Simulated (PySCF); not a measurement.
C2H2Cl (SMILES [CH]=CCl), doublet (typed; the unrestricted solution is spin-contaminated), at a GFN2-xTB geometry; MP2/STO-3G in PySCF.

Here is a job for PySCF.
```python
from pyscf import gto, scf, mp

mol = gto.M(
    atom='''
C    -0.15812136    0.84949158    0.00022359
C     0.97259348    1.42818972    0.01535444
Cl   -0.33990486   -0.95740851   -0.00651845
H    -1.13412407    1.30084788   -0.01044600
H     2.02567392    1.30900905    0.02779152
''',
    basis='sto-3g',
    spin=1,
    verbose=4,
)

mf = scf.UHF(mol)
mf.kernel()

pt = mp.MP2(mf)
pt.kernel()
print('E(MP2) = %.10f' % pt.e_tot)
```

**Question.** Write the output that PySCF gives for this input, abridged.

**Answer.** 
```
PySCF version 2.14.0

[INPUT] verbose = 4
[INPUT] num. atoms = 5
[INPUT] num. electrons = 31
[INPUT] charge = 0
[INPUT] spin (= nelec alpha-beta = 2S) = 1
[INPUT] symmetry False subgroup None
[INPUT] Mole.unit = angstrom
[INPUT] Symbol           X                Y                Z      unit          X                Y                Z       unit  Magmom
[INPUT]  1 C     -0.158121360000   0.849491580000   0.000223590000 AA   -0.298806064844   1.605306431324   0.000422523864 Bohr   0.0
[INPUT]  2 C      0.972593480000   1.428189720000   0.015354440000 AA    1.837935307738   2.698887424719   0.029015686396 Bohr   0.0
[INPUT]  3 Cl    -0.339904860000  -0.957408510000  -0.006518450000 AA   -0.642327093809  -1.809239873228  -0.012318085257 Bohr   0.0
[INPUT]  4 H     -1.134124070000   1.300847880000  -0.010446000000 AA   -2.143183883577   2.458246222921  -0.019740079097 Bohr   0.0
[INPUT]  5 H      2.025673920000   1.309009050000   0.027791520000 AA    3.827968926474   2.473668599077   0.052518361385 Bohr   0.0

nuclear repulsion = 80.088202150475
number of shells = 13
number of NR pGTOs = 63
number of NR cGTOs = 21
basis = sto-3g
ecp = {}

******** <class 'pyscf.scf.uhf.UHF'> ********
method = UHF
initial guess = minao
damping factor = 0
level_shift factor = 0
DIIS = <class 'pyscf.scf.diis.CDIIS'>
diis_start_cycle = 1
diis_space = 8
diis_damp = 0
SCF conv_tol = 1e-09
SCF conv_tol_grad = None
SCF max_cycles = 50
direct_scf = True
direct_scf_tol = 1e-13
number electrons alpha = 16  beta = 15
Set gradient conv threshold to 3.16228e-05
init E= -530.437850149931

cycle= 1 E= -530.360874804709  delta_E= 0.077  |g|= 0.201  |ddm|= 2.13
cycle= 2 E= -530.413036957358  delta_E= -0.0522  |g|= 0.0693  |ddm|= 0.502
cycle= 3 E= -530.420368023763  delta_E= -0.00733  |g|= 0.0342  |ddm|= 0.172
cycle= 4 E= -530.422932140714  delta_E= -0.00256  |g|= 0.023  |ddm|=  0.1
cycle= 5 E= -530.424172401665  delta_E= -0.00124  |g|= 0.0199  |ddm|= 0.0513
cycle= 6 E= -530.425883287411  delta_E= -0.00171  |g|= 0.0189  |ddm|= 0.0709
cycle= 7 E= -530.431269448587  delta_E= -0.00539  |g|= 0.00999  |ddm|= 0.278
cycle= 8 E= -530.432071235911  delta_E= -0.000802  |g|= 0.00182  |ddm|= 0.115
cycle= 9 E= -530.432079780311  delta_E= -8.54e-06  |g|= 0.000843  |ddm|= 0.0165
cycle= 10 E= -530.432073905479  delta_E= 5.87e-06  |g|= 0.00114  |ddm|= 0.0173
cycle= 11 E= -530.432071756338  delta_E= 2.15e-06  |g|= 0.0013  |ddm|= 0.0261
cycle= 12 E= -530.432081696508  delta_E= -9.94e-06  |g|= 0.000383  |ddm|= 0.0179
cycle= 13 E= -530.432082710475  delta_E= -1.01e-06  |g|= 2.02e-05  |ddm|= 0.00426
cycle= 14 E= -530.432082704008  delta_E= 6.47e-09  |g|= 3.35e-05  |ddm|= 0.000388
cycle= 15 E= -530.432082711369  delta_E= -7.36e-09  |g|= 3.69e-06  |ddm|= 0.000326
cycle= 16 E= -530.43208271144  delta_E= -7.14e-11  |g|= 6.16e-07  |ddm|= 4.1e-05
Extra cycle  E= -530.432082711441  delta_E= -6.82e-13  |g|= 4.55e-07  |ddm|= 1.19e-06
converged SCF energy = -530.432082711441  <S^2> = 1.0566776  2S+1 = 2.2861999

******** <class 'pyscf.mp.ump2.UMP2'> ********
nocc = (np.int64(16), np.int64(15)), nmo = (21, 21)
E(UMP2) = -530.522631618534  E_corr = -0.0905489070936401
E(SCS-UMP2) = -530.528062047695  E_corr = -0.0959793362537518
E_corr(same-spin) = -0.014630021836865
E_corr(oppo-spin) = -0.0759188852567751
E(MP2) = -530.5226316185
```
